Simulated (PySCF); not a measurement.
**Ionisation energy of Kr¹⁵⁺ by level of theory**

Kr¹⁵⁺ [Ar] 3d3 [3d3/2^3, M_J = 3/2] → Kr¹⁶⁺ [Ar] 3d2 [3d3/2^2, M_J = 2], as a difference of total energies. Calculation: PySCF 2.14, in an uncontracted even-tempered set (17 s from 1.3 bohr⁻², ratio 2.8; 12 p from 1.7 bohr⁻², ratio 2.8; 8 d from 1.7 bohr⁻², ratio 2.8; 4 f from 6 bohr⁻², ratio 3); the two-component X2C-1e Hamiltonian. Correlated levels: [Ne] frozen; the 76 highest virtual spinors dropped. "Screened" scales the spin-orbit matrix elements by Boettger's factors to mimic the two-electron term; Breit and QED terms are absent.

```csv
method,ionisation energy (eV)
GHF (spin-free),540.49
GMP2 (spin-free),540.81
GHF (screened spin-orbit),540.30
GMP2 (screened spin-orbit),540.63
```

**Question.** How much does correlation contribute at GMP2 (screened spin-orbit)?

**Answer.** 540.63 − (540.30) = 0.33 eV, measured against GHF (screened spin-orbit).

Breit and QED terms and the two-electron picture change are absent.

The spin-free rows relax to the high-spin LS determinant and lack the spin-orbit shift.

The labels give the starting determinants; with spin-orbit coupling the two ends relaxed to ⟨J²⟩ = 6.06, ⟨L²⟩ = 11.85, ⟨S²⟩ = 3.67 and ⟨J²⟩ = 6.74, ⟨L²⟩ = 11.64, ⟨S²⟩ = 1.88.

The determinant of Kr¹⁵⁺ and of Kr¹⁶⁺ mixes levels of different J (the jj label is only the starting occupation), so the difference between spin-free and spin-orbit rows is not the physical spin-orbit shift.

For comparison: 540 ± 3 eV (theoretical estimate listed by NIST; NIST Atomic Spectra Database, ionization energies).
